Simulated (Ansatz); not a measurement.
The cluster Ag₅Te₂⁺, relaxed as a singlet with RKS PBE-D4/def2-SVP in Ansatz, starting from the GFN1-xTB geometry. Force threshold 0.02 eV/Å.

In the def2 sets Ag, Te take a core potential; there is no spin–orbit coupling. The relaxation made no stability test and no search for a lower SCF solution. No other spin state of charge 1 was run. The structure comes from a short search, and lower isomers may exist.

Start:

```xyz
7

Ag    0.542   -1.398   -0.747
Ag   -1.008   -0.183    1.310
Ag    0.799    1.417   -0.374
Ag   -1.254   -1.638   -2.871
Ag    0.739    1.785    2.491
Te   -1.596    0.420   -1.320
Te    1.778   -0.404    1.511
```

| step | energy (eV) | largest force component (eV/Å) | SCF passes |
| --- | --- | --- | --- |
| 1 | -34583.1063 | 0.943 | 24 |
| 2 | -34583.2128 | 0.490 | 26 |
| 3 | -34583.2715 | 0.053 | 21 |
| 4 | -34583.2751 | 0.031 | 22 |
| 5 | -34583.2763 | 0.051 | 22 |
| 6 | -34583.2769 | 0.011 | 22 |

Force components are those of the run's own axes.

End:

Cartesian coordinates in Å:
```
Ag 0.579 -1.418 -0.724
Ag -1.007 -0.324 1.307
Ag 0.886 1.352 -0.464
Ag -1.266 -1.572 -2.839
Ag 0.637 1.829 2.410
Te -1.699 0.540 -1.304
Te 1.870 -0.407 1.613
```

By distances, no bond broke or formed. The bond that changes most is Ag1–Te6, from 2.86 to 3.06 Å (atoms count from 1).

No frequencies were taken in this run, so the end may be a saddle point.

Run time 30 s (4 threads of Arm Neoverse V1 on a shared host).
